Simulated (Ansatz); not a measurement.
Born–Oppenheimer molecular dynamics of AlFH5OP (9 atoms, charge 0, multiplicity 1). It starts at the highest image of a converged band, a first-order saddle point between two minima.

Computed with RKS BHLYP-D4/6-31G* (Ansatz 0.2.0).

- ensemble: NVE (velocity Verlet)
- time step: 0.5 fs
- steps asked: 200
- starting velocities drawn for: 100 K
- seed: 11329

First frame:

```xyz
9
Properties=species:S:1:pos:R:3
Al 0.385 0.346 0.269
O -0.289 -0.205 1.867
H -1.152 -0.625 1.920
H 1.889 0.056 -0.042
F -0.760 0.183 -0.907
P 0.027 2.667 1.446
H 1.405 2.756 1.179
H -0.433 2.872 0.130
H -0.315 1.061 1.930
```

Question: How far do the bonds stretch over the last three quarters of this one trajectory? (Pairs bonded in most of those frames.)

Answer: 
```tsv
bond	mean (Å)	spread (Å)	shortest	longest
Al1–O2	2.159	0.149	1.83	2.32
Al1–H4	1.585	0.007	1.57	1.60
Al1–F5	1.656	0.017	1.62	1.68
Al1–P6	2.356	0.117	2.20	2.53
O2–H3	0.965	0.020	0.92	1.01
O2–H9	0.970	0.036	0.91	1.03
P6–H7	1.417	0.011	1.40	1.44
P6–H8	1.416	0.030	1.36	1.46
```

Mean temperature of the second half: 730 K. The conserved energy stayed within 0.24 meV per atom of its start (net change -0.088 meV per atom), so the integration is sound. The kinetic energy rose, since the run started high on the potential surface and went downhill. A run of 0.1 ps of so small a system gives no equilibrium averages. The orbitals stay closed-shell, which can raise the energy where a bond breaks towards radicals; this wasn't checked here.

Run time: 9.6 min on 1 thread of Arm Neoverse V2, with other jobs on the host, peak memory 0.15 GiB.
